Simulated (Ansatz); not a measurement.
One change: `BN[SiH2]NC` becomes `BN[SiH2]O`.

Ansatz, PBE0-D4/def2-TZVP geometries, multiplicity 1. Each molecule was computed in one conformer, which needn't be the lowest.

```tsv
property	`BN[SiH2]NC`
HOMO energy (PBE0/def2-TZVPP) / eV	-7.00
LUMO energy (PBE/def2-TZVPP) / eV	-0.98
HOMO–LUMO gap (ωB97M-V/def2-TZVPP) / eV	11.14
LUMO energy (ωB97M-V/def2-TZVPP) / eV	1.79
HOMO–LUMO gap (PBE/def2-TZVPP) / eV	4.68
HOMO–LUMO gap (B3LYP/def2-TZVPP) / eV	6.52
```

(1) What does the change do to each property? (Best estimate.)

Results:

(1) The calculation gave: 
| property | `BN[SiH2]O` | shift |
| --- | --- | --- |
| HOMO energy (PBE0/def2-TZVPP) / eV | -8.82 | -1.82 |
| LUMO energy (PBE/def2-TZVPP) / eV | -1.25 | -0.27 |
| HOMO–LUMO gap (ωB97M-V/def2-TZVPP) / eV | 12.73 | 1.59 |
| LUMO energy (ωB97M-V/def2-TZVPP) / eV | 1.58 | -0.21 |
| HOMO–LUMO gap (PBE/def2-TZVPP) / eV | 6.17 | 1.49 |
| HOMO–LUMO gap (B3LYP/def2-TZVPP) / eV | 8.07 | 1.55 |

With PBE0 the HOMO falls by 1.82 eV and the LUMO falls by 0.25 eV, so the gap widens by about 1.57 eV. PBE moves the HOMO by -1.76 eV and ωB97M-V by -1.80 eV.

B3LYP here is the variant with VWN-RPA as its local correlation; programs differ in this.
